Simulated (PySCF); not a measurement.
Delta-SCF ions had no search for a lower state. Excitations are Tamm–Dancoff values on a coarser integration grid. The basis has no diffuse functions, so Rydberg states are missing or too high.

Z-matrix (Å, degrees):
```
C
C 1 1.5383
H 2 1.1009 1 113.00
H 2 1.1018 3 108.66 1 126.19
C 2 1.5326 3 113.84 4 126.59
H 5 1.1009 2 116.78 3 -62.49
C 5 1.5349 6 113.87 2 118.60
H 7 1.1008 5 110.12 6 -43.00
H 7 1.1009 8 106.99 5 -121.93
C 1 1.5417 2 101.78 3 -172.42
H 10 1.1006 1 111.58 2 155.42
H 10 1.1009 11 106.72 1 -121.18
C 5 1.5462 6 113.79 7 124.41
H 13 1.1045 5 109.87 6 -77.48
C 13 1.5073 14 106.54 5 -119.62
O 15 1.2018 13 125.56 14 -128.78
H 15 1.1221 16 120.43 13 178.63
C 13 1.5448 14 112.96 15 -125.35
H 18 1.0990 13 112.73 14 1.50
H 18 1.1032 19 108.12 13 -119.99
B 1 1.5513 2 121.40 3 50.19
H 21 1.2109 1 120.37 2 -24.63
H 21 1.2120 22 118.72 1 174.82
```
Charge 0, spin multiplicity 1.

Predict the S1–T1 gap (TDA), HOMO–LUMO gap, T1 excitation (TDA), HOMO and vertical ionisation energy (Delta-SCF) from PBE0-D4/def2-TZVP // PBE0-D4/def2-SVP run with PySCF.


```yaml
S1–T1 gap (TDA): 0.66 eV
HOMO–LUMO gap: 6.16 eV
T1 excitation (TDA): 3.71 eV
HOMO: -7.43 eV
vertical ionisation energy (Delta-SCF): 9.41 eV
```
